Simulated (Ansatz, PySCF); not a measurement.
Reaction (SMILES): C[Si](C)(C)O [hydroxy(trimethyl)silane] → C[Si](C)O + [CH3] (CH3) (the C-Si bond at the site shown breaks; other sites are not compared here)
Structures are relaxed separately at B3LYP-D3(BJ)/def2-TZVP in Ansatz (a quantum-chemistry and plane-wave program), one conformer each, not searched for the lowest. Frequencies are from Ansatz or PySCF.

Wanted: bond dissociation energy (enthalpy at 298 K, with B3LYP-D3(BJ) rigid-rotor harmonic-oscillator terms), in kcal/mol. Correlated levels leave the core frozen unless marked. Open shells are spin-unrestricted. No spin-orbit coupling. No relativistic terms. CBS(X,Y): correlation extrapolated as X^-3; Hartree-Fock from the larger set.

CCSD(T)/CBS(cc-pV(T+d)Z,cc-pV(Q+d)Z) (Ansatz) gives 94.3 kcal/mol.

Problem. Another calculation gave 90.1 kcal/mol. Which level was it?
(A) B2GP-PLYP/def2-TZVPD (Ansatz)
(B) revPBE/def2-TZVPD (Ansatz)
(C) wB97X-V/def2-TZVPD (Ansatz)
(D) SVWN5/def2-TZVPD (Ansatz)

Solution. A, B2GP-PLYP/def2-TZVPD (Ansatz). The others give 81.6 (revPBE), 94.3 (wB97X-V), 103.4 (SVWN5) kcal/mol.
